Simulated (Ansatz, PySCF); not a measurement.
Species: GeF₂ (charge 0, singlet). SMILES: [F][Ge][F]
Geometry: optimised at B3LYP-D3(BJ)/def2-TZVP (Ansatz, a first-principles code).

Quantity: vertical electron affinity (to the doublet state of charge -1; a negative value means that the extra electron is unbound and the number depends on the basis; each state is the SCF solution reached for its spin), in eV. Valence correlation only, unless marked. Open shells are spin-unrestricted. No spin-orbit coupling. The frozen core is the preceding noble-gas configuration, with the filled d and f shells of earlier blocks. Non-relativistic. Anions need diffuse functions: aug- sets have them; def2-D sets add few. Basis-set limits of correlation are two-point, X^-3; Hartree-Fock from the larger set. [CCSD(T)-MP2]/basis is that difference in the basis named.

```json
[
 {"level": "r2SCAN/def2-TZVPD", "program": "Ansatz", "vertical electron affinity (eV)": "0.63"},
 {"level": "B3LYP/def2-TZVPD", "program": "Ansatz", "vertical electron affinity (eV)": "0.58"},
 {"level": "PBE0/def2-TZVPD", "program": "Ansatz", "vertical electron affinity (eV)": "0.60"},
 {"level": "BHLYP/def2-TZVPD", "program": "Ansatz", "vertical electron affinity (eV)": "0.58"},
 {"level": "M06-2X/def2-TZVPD", "program": "PySCF", "vertical electron affinity (eV)": "?"},
 {"level": "CAM-B3LYP/def2-TZVPD", "program": "Ansatz", "vertical electron affinity (eV)": "0.63"},
 {"level": "wB97M-V/def2-TZVPD", "program": "Ansatz", "vertical electron affinity (eV)": "?"},
 {"level": "wB97X/def2-TZVPD", "program": "Ansatz", "vertical electron affinity (eV)": "0.50"},
 {"level": "B2PLYP/def2-TZVPD", "program": "Ansatz", "vertical electron affinity (eV)": "?"},
 {"level": "SCS-MP2/aug-cc-pVDZ", "program": "Ansatz", "vertical electron affinity (eV)": "0.40"},
 {"level": "SCS-MP2/aug-cc-pVTZ", "program": "Ansatz", "vertical electron affinity (eV)": "0.47"},
 {"level": "CCSD/aug-cc-pVTZ", "program": "Ansatz", "vertical electron affinity (eV)": "?"},
 {"level": "RI-MP2/CBS(aug-cc-pVTZ,aug-cc-pVQZ)+[CCSD(T)-MP2]/aug-cc-pVTZ", "program": "Ansatz", "vertical electron affinity (eV)": "0.64"}
]
```

Question: What belongs in the gaps?

Answer: 
- M06-2X/def2-TZVPD, vertical electron affinity (eV): 0.57
- wB97M-V/def2-TZVPD, vertical electron affinity (eV): 0.46
- B2PLYP/def2-TZVPD, vertical electron affinity (eV): 0.45
- CCSD/aug-cc-pVTZ, vertical electron affinity (eV): 0.59
